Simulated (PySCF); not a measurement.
A calculated (r2SCAN, PySCF 2.14, 6-31G*, the non-relativistic Hamiltonian (point nucleus)) atom or ion has these occupied shells.

| shell | electrons | orbital energy (eV) | rms radius, mean of both spins (bohr) |
| --- | --- | --- | --- |
| 1s α | 1 | -7539.3 | 0.0659 |
| 1s β | 1 | -7539.3 | 0.0659 |
| 2s α | 1 | -890.89 | 0.280 |
| 2s β | 1 | -889.64 | 0.280 |
| 2p α | 3 | -771.66 | 0.250 |
| 2p β | 3 | -770.73 | 0.250 |
| 3s α | 1 | -103.29 | 0.846 |
| 3s β | 1 | -100.06 | 0.846 |
| 3p α | 3 | -67.346 | 0.904 |
| 3p β | 3 | -64.256 | 0.904 |
| 3d α | 5 | -9.094 | 1.17 |
| 3d β | 3 | -7.636 | 1.17 |

(1) Name the element and its charge.

Results:

(1) Co+ (cobalt, charge +1), in [Ar] 3d8, high-spin 3F determinant.
